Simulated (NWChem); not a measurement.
GaH3O2; SMILES [OH][GaH][OH]

```xyz
6

Ga    -0.3364    -0.0107     0.0000
H     -1.8945    -0.0641     0.0000
O      0.6169    -1.5333     0.0000
H      1.5747    -1.3474     0.0000
O      0.7040     1.4652     0.0000
H      0.1822     2.2884     0.0000
```
Atoms are numbered in this order, from 1.

Results from NWChem. The geometry was optimised at PBE-D3(BJ)/def2-SVP.

Among these, which level gives the lowest value of “dipole (D)”?
(A) B3LYP/aug-pcseg-1
(B) B3LYP/STO-3G
(C) B3LYP/def2-SVP
(D) B3LYP/pcseg-2

B, B3LYP/STO-3G. Values: B3LYP/STO-3G 1.37; B3LYP/def2-SVP 1.81; B3LYP/aug-pcseg-1 1.88; B3LYP/pcseg-2 1.91
